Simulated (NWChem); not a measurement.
Molecule: SnH$_{4}$S; SMILES [SH][SnH3]

```xyz
6

Sn     0.0086     0.5728     0.0000
S      0.0498    -1.8741     0.0000
H     -0.8036     1.1502    -1.4132
H      1.6720     1.0211    -0.0109
H     -0.7850     1.1517     1.4231
H     -1.3090    -1.9770     0.0003
```
Atoms are numbered in this order, from 1.

Results from NWChem. Medium grid unless said otherwise, to which SCAN and Minnesota functionals are sensitive. Coordinates come from a PBE-D3(BJ)/def2-SVP optimisation. def2 effective core potentials on Sn; no spin-orbit coupling. B3LYP is NWChem's, with the RPA form of VWN correlation.

Problem. Order these by “dipole (D)”, lowest first: LDA (Slater exchange, VWN5)/def2-TZVP; M06-L/def2-TZVP; B97-D/def2-TZVP; BLYP/def2-TZVP; Hartree-Fock/def2-TZVP.

Solution. BLYP/def2-TZVP (1.42), B97-D/def2-TZVP (1.48), LDA (Slater exchange, VWN5)/def2-TZVP (1.55), M06-L/def2-TZVP (1.64), Hartree-Fock/def2-TZVP (1.77)
